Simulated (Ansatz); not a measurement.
Species: GeO₂, charge 0, multiplicity 1. 
Geometry from a B3LYP-D3(BJ)/def2-TZVP (Ansatz, a quantum-chemistry and plane-wave program) optimisation:
```
Ge
O 1 1.6240
O 1 1.6240 2 180.00
```

Basis-set convergence of Hartree-Fock and CCSD(T) correlation energies (hartree) with Ansatz. Correlated levels leave the core frozen unless marked. Spin-orbit coupling is left out. The frozen core is the preceding noble-gas configuration, with the filled d and f shells of earlier blocks. No relativistic terms.

The T1 diagnostic of CCSD in the largest basis is 0.027, which is high, so the coupled-cluster rows are less sure than usual.

```json
[
 {"basis": "cc-pVDZ", "functions": "55", "E(HF)": "-2224.97720", "E(corr, CCSD(T))": "-0.49675"},
 {"basis": "cc-pVTZ", "functions": "103", "E(HF)": "-2225.11451", "E(corr, CCSD(T))": "-0.61512"},
 {"basis": "cc-pVQZ", "functions": "178", "E(HF)": "-2225.13114", "E(corr, CCSD(T))": "-0.65657"}
]
```

Extrapolating the two largest sets (X = 3 and 4) as X^-3: E(corr) = (64·(-0.65657) - 27·(-0.61512))/37 = -0.6868 Eh, an estimate of the basis-set limit. The largest set recovers 95.6 % of it, the smallest 72.3 %.
